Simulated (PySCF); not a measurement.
Run record: geometry optimisation, `B(Cl)(Cl)C1=C(C1)Br`.

Method: PBE0-D3(BJ)/def2-SVP geometry optimisation, gas phase (PySCF 2.14.0). Start geometry: GFN2-xTB. A driver script takes a list of jobs; this job's settings line and coordinates (Å) are shown.

Command:
```bash
OMP_NUM_THREADS=1 python probes_run.py task.json out
```

Input:
```
{"job": {"xc": "PBE0", "basis": "def2-SVP", "d3": "d3bj", "grid": 1, "shake": 0.01, "kind": "geom"}, "charge": 0, "multiplicity": 1}
Cl     2.374670     1.797680    -0.056370
B      1.648140     0.241940    -0.074060
Cl     2.651930    -1.142500    -0.166130
C      0.185070     0.092790    -0.010120
C     -1.064190     0.598560     0.052820
Br    -2.151250     2.080020     0.152760
C     -1.030480    -0.875630     0.020640
H     -1.310390    -1.379220    -0.895640
H     -1.245690    -1.430800     0.942370
```

Output:
```
step   0  E = -3633.47236429  max force = 0.077609
step   1  E = -3633.47682560  max force = 0.007178
step   2  E = -3633.47713133  max force = 0.003843
step   3  E = -3633.47727644  max force = 0.003313
step   4  E = -3633.47738144  max force = 0.002214
step   5  E = -3633.47742673  max force = 0.000684
step   6  E = -3633.47742976  max force = 0.000284
optimisation converged
```

Energies in Eh; «max force» is the largest Cartesian gradient component in Eh/bohr.

Problem. How much energy does the optimisation release, in eV?

Solution. E(step 0) − E(last step) = 0.005065 Eh, which is 0.138 eV.

Problem. Give the first gradient maximum in eV/Å.

Solution. With 1 Eh/bohr = 51.422 eV/Å, 3.991 eV/Å.

Main results: final energy -3633.47743 Eh after 6 steps; dipole 1.54 D.

Problem. Where do the atoms end?

Solution. 0.037 Å rms from the input after alignment:
```
atom  x, y, z in Å
Cl1    2.4962    1.6683   -0.0502
B2     1.6697    0.1251   -0.0867
Cl3    2.5992   -1.3516   -0.2201
C4     0.1531    0.0740   -0.0053
C5    -1.0108    0.6704    0.0698
Br6   -1.9415    2.2405    0.1532
C7    -1.1073   -0.7981    0.0344
H8    -1.4449   -1.2986   -0.8854
H9    -1.3516   -1.3476    0.9557
```

Problem. Estimate the wall time. Hardware: an Arm Neoverse V1 with one thread, no GPU, on a shared host. And the peak memory of the process?

Solution. About 84 s, with 0.55 GiB resident at the peak, the Python interpreter and its libraries included.
Labels such as C1 count atoms from 1, the log's own numbers from 0.
